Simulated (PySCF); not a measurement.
## Electronic structure of Pb²⁺ (lead, charge +2) at the UHF level

Configuration: [Xe] 4f14 5d10 6s2, closed-shell 1S. Calculation: PySCF 2.14, in def2-SVP with the def2 core potential (60 electrons); a scalar-relativistic core potential.

```
Total energy             : -191.108016 hartree
One-electron energy      : -322.7570 hartree
Hartree (Coulomb) energy : 146.2615 hartree
Exchange energy          : -14.6125 hartree
⟨S²⟩                     : 0.0000
⟨L²⟩                     : 0.000
Sum of ⟨r⟩               : 25.29 bohr
Sum of ⟨r²⟩              : 38.81 bohr²
Time after the integrals : 0.06 s of wall time on 1 thread of Neoverse-V1 (shared host)
```

```tsv
shell	electrons	mean orbital energy (hartree)	rms radius, mean of both spins (bohr)
5s	2	-6.78636	0.925
5p	6	-4.46926	1.05
5d	10	-1.68593	1.38
6s	2	-1.10574	2.38
```

Energies and moments cover only the electrons outside the core potential. Spin-orbit coupling, which splits the p, d and f shells strongly at this Z, is absent.
